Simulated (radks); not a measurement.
Coherent X-ray form factor from a spherical all-electron density. All-electron calculation, non-relativistic Kohn-Sham, PBE, spin-polarised, spherical densities, point nucleus. Program: a radial shooting solver on a logarithmic mesh with Libxc functionals.

sin(theta)/lambda (1/angstrom),f0 (electrons)
0.05,1.983
0.1,1.934
0.15,1.857
0.2,1.756
0.25,1.640
0.3,1.514
0.4,1.255
0.5,1.015
0.6,0.808
0.8,0.505
1,0.317
1.25,0.183
1.5,0.110
2,0.045

The species is in the configuration that NIST lists as its ground one. Which atom or ion scatters so?

Answer. The lithium ion Li+, [He]. Extrapolating in s^2 from the first two rows gives f0(0) = 2.0, near the electron count 2; among species with that count, the fall with angle is slower the higher Z, and the table is that of Z = 3; from so few rows the species is fixed only to a neighbour or two.
